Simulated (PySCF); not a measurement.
Molfile (atoms numbered from 1):
```
C5H12N2OSi
     RDKit          3D

 21 21  0  0  0  0  0  0  0  0999 V2000
    3.2677   -0.2072   -0.4735 C   0  0  0  0  0  0  0  0  0  0  0  0
    2.0280   -0.8429    0.1165 C   0  0  0  0  0  0  0  0  0  0  0  0
    2.0689   -1.6889    0.9892 O   0  0  0  0  0  0  0  0  0  0  0  0
    0.8533   -0.4203   -0.4249 N   0  0  0  0  0  0  0  0  0  0  0  0
   -0.4248   -0.8864    0.0696 C   0  0  2  0  0  0  0  0  0  0  0  0
   -1.4919   -0.5648   -0.9758 C   0  0  0  0  0  0  0  0  0  0  0  0
   -1.6700    0.8782   -0.9140 N   0  0  0  0  0  0  0  0  0  0  0  0
   -1.4826    1.4923    0.7138 Si  0  0  0  0  0  4  0  0  0  0  0  0
   -0.8240   -0.1540    1.3678 C   0  0  0  0  0  0  0  0  0  0  0  0
    3.4274   -0.5685   -1.5013 H   0  0  0  0  0  0  0  0  0  0  0  0
    3.1820    0.8894   -0.5113 H   0  0  0  0  0  0  0  0  0  0  0  0
    4.1320   -0.4873    0.1394 H   0  0  0  0  0  0  0  0  0  0  0  0
    0.8383    0.3671   -1.0627 H   0  0  0  0  0  0  0  0  0  0  0  0
   -0.3387   -1.9690    0.2466 H   0  0  0  0  0  0  0  0  0  0  0  0
   -1.1494   -0.8875   -1.9742 H   0  0  0  0  0  0  0  0  0  0  0  0
   -2.4123   -1.1386   -0.7454 H   0  0  0  0  0  0  0  0  0  0  0  0
   -2.2493    1.2894   -1.6343 H   0  0  0  0  0  0  0  0  0  0  0  0
   -2.7531    1.9328    1.3770 H   0  0  0  0  0  0  0  0  0  0  0  0
   -0.5355    2.6503    0.7784 H   0  0  0  0  0  0  0  0  0  0  0  0
    0.0229   -0.1103    2.0663 H   0  0  0  0  0  0  0  0  0  0  0  0
   -1.6397   -0.6973    1.8737 H   0  0  0  0  0  0  0  0  0  0  0  0
  1  2  1  0
  2  3  2  0
  2  4  1  0
  4  5  1  0
  5  6  1  0
  6  7  1  0
  7  8  1  0
  8  9  1  0
  9  5  1  0
  1 10  1  0
  1 11  1  0
  1 12  1  0
  4 13  1  0
  5 14  1  1
  6 15  1  0
  6 16  1  0
  7 17  1  0
  8 18  1  0
  8 19  1  0
  9 20  1  0
  9 21  1  0
M  END
```

Geometry: PBE0-D3(BJ)/def2-SVP; GIAO absolute shieldings from PySCF 2.14.0 with density-fitted response routines, gas phase, non-relativistic, averaged over equivalent atoms.

At PBE0/pcSseg-1 (220 basis functions, 2.2 min wall time on 1 thread of an AMD EPYC, shared host):
```
      atoms  σ (ppm)
         C2     15.1
         C6    131.6
         C5    134.0
         C1    160.9
         C9    167.6
         O3   -108.2
         N4    119.9
         N7    246.6
        Si8    375.4
        H13    26.17
        H18    26.49
        H19    26.53
        H14    27.03
        H16    28.21
        H15    28.37
H10/H11/H12    29.45
        H20    29.68
        H21    30.32
        H17    31.38
```

Task: Predict the values at PBE/pcSseg-1 on the same geometry.

Result: 
```
      atoms  σ at PBE/pcSseg-1  change
         C2               15.8    +0.7
         C6              124.6    -7.0
         C5              127.2    -6.8
         C1              156.9    -4.0
         C9              162.1    -5.5
         O3             -107.5    +0.7
         N4              111.8    -8.1
         N7              238.3    -8.3
        Si8              360.1   -15.3
        H13              25.94   -0.23
        H18              26.21   -0.28
        H19              26.24   -0.29
        H14              26.83   -0.20
        H16              27.95   -0.26
        H15              28.18   -0.19
H10/H11/H12              29.40   -0.05
        H20              29.52   -0.16
        H21              30.13   -0.19
        H17              31.27   -0.11
```

The largest change is at Si8 (silicon bonded to C, N, 2 H, in a 5-membered ring). Cost: 220 basis functions, 2.9 min wall time on 1 thread of an AMD EPYC, shared host. The order of the carbon signals is the same at both levels.

Hydrogen bonding in solution deshields acid and N–H amide carbonyl carbons by as much as 10 ppm beyond these values.
